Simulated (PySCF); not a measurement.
C₂H₇NSi₂, SMILES [SiH2](C#C)[SiH2]N (GFN2-xTB optimised geometry):

```
12

C      2.133    -1.018     0.001
C      0.931    -1.063     0.000
Si    -0.924    -1.063     0.000
Si    -1.723     1.099     0.000
N     -1.290     1.768    -1.531
H      3.186    -0.994     0.001
H     -1.301    -1.883    -1.162
H     -1.312    -1.816     1.204
H     -1.235     1.883     1.154
H     -3.186     1.216     0.024
H     -0.345     1.658    -1.862
H     -1.625     2.687    -1.774
```

Computed with B3LYP/def2-TZVP in PySCF.

Q: What are the frontier orbital energies and the dipole moment?

A: HOMO-2 -7.94 eV, HOMO-1 -7.76 eV, HOMO -7.16 eV, LUMO -0.71 eV, LUMO+1 -0.27 eV; dipole moment 1.46 D.

On the same geometry PBE/def2-TZVP (PySCF 2.14.0) gives HOMO-2 -6.98 eV, HOMO-1 -6.80 eV, HOMO -6.00 eV, LUMO -1.38 eV, LUMO+1 -0.99 eV; dipole moment 1.49 D.

Meta-Löwdin charges at B3LYP/def2-TZVP: C1 -0.17, C2 -0.28, Si3 0.40, Si4 0.56, N5 -0.74, H6 0.17, H7 -0.08, H8 -0.09, H9 -0.13, H10 -0.11, H11 0.23, H12 0.23.
